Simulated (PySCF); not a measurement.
CH4BrInO, SMILES [CH3][In]([OH])[Br]. Atoms are numbered in the order given.

```xyz
8

In    -0.6033     0.0059     0.3455
Br     1.5939    -0.0220    -0.8976
C     -1.0063    -1.1808     2.0994
H     -1.2211    -2.2101     1.7795
H     -1.8750    -0.7616     2.6239
H     -0.1214    -1.1740     2.7493
O     -1.9258     1.2524    -0.4975
H     -1.5656     1.6889    -1.2829
```
Charge 0, spin multiplicity 1.

The structure is a stationary point at B3LYP-D3(BJ)/def2-SVP. The def2 effective core potentials stand for the cores of In; spin–orbit coupling is left out. One conformer was computed; it need not be the lowest.

Calculation: TDDFT-B3LYP/def2-SVPD (PySCF).

Vertical excitations. The molecule is in vacuum.

```json
[
 {"state": "S1", "energy (eV)": "4.87", "λ (nm)": "254", "f": "0.043", "main pairs": "HOMO→LUMO 96 %"},
 {"state": "S2", "energy (eV)": "4.92", "λ (nm)": "252", "f": "0.003", "main pairs": "HOMO−1→LUMO 97 %"},
 {"state": "S3", "energy (eV)": "5.26", "λ (nm)": "236", "f": "0.000", "main pairs": "HOMO→LUMO+1 99 %"},
 {"state": "S4", "energy (eV)": "5.40", "λ (nm)": "230", "f": "0.032", "main pairs": "HOMO−3→LUMO 90 %"},
 {"state": "S5", "energy (eV)": "5.49", "λ (nm)": "226", "f": "0.008", "main pairs": "HOMO−1→LUMO+1 67 %, HOMO−2→LUMO 22 %"},
 {"state": "S6", "energy (eV)": "5.94", "λ (nm)": "209", "f": "0.003", "main pairs": "HOMO−2→LUMO+1 93 %"},
 {"state": "S7", "energy (eV)": "5.99", "λ (nm)": "207", "f": "0.024", "main pairs": "HOMO−3→LUMO+1 51 %, HOMO−4→LUMO 33 %, HOMO−1→LUMO+1 10 %"},
 {"state": "S8", "energy (eV)": "6.26", "λ (nm)": "198", "f": "0.396", "main pairs": "HOMO−2→LUMO 64 %, HOMO−1→LUMO+1 17 %"},
 {"state": "S9", "energy (eV)": "6.30", "λ (nm)": "197", "f": "0.005", "main pairs": "HOMO−4→LUMO+1 98 %"},
 {"state": "S10", "energy (eV)": "6.70", "λ (nm)": "185", "f": "0.279", "main pairs": "HOMO−4→LUMO 49 %, HOMO−3→LUMO+1 34 %"},
 {"state": "T1", "energy (eV)": "4.43", "λ (nm)": "280", "f": "0", "main pairs": "HOMO→LUMO 93 %"},
 {"state": "T2", "energy (eV)": "4.64", "λ (nm)": "267", "f": "0", "main pairs": "HOMO−1→LUMO 93 %"},
 {"state": "T3", "energy (eV)": "4.91", "λ (nm)": "253", "f": "0", "main pairs": "HOMO−2→LUMO 88 %"},
 {"state": "T4", "energy (eV)": "5.01", "λ (nm)": "248", "f": "0", "main pairs": "HOMO−3→LUMO 86 %"}
]
```
Triplets are in the Tamm–Dancoff approximation, which puts them higher than full response would, so one can lie above its singlet here.
